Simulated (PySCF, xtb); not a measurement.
B(Cl)(GeH3)(OMe) (CH6BClGeO), SMILES O(C)[B](Cl)[GeH3].

GFN2-xTB (xtb) at its own geometry gives an orbital gap of 4.36 eV and a dipole moment of 3.30 D.

Coordinates come from a PBE-D3(BJ)/def2-SVP optimisation. The values are those of a single conformer.

**Question.** What does PBE/def2-TZVP (PySCF) give? (The exact figures need the calculation; the answer reports its results.)

**Answer.** gap 4.89 eV (levels -6.81 and -1.91 eV), dipole 2.38 D.
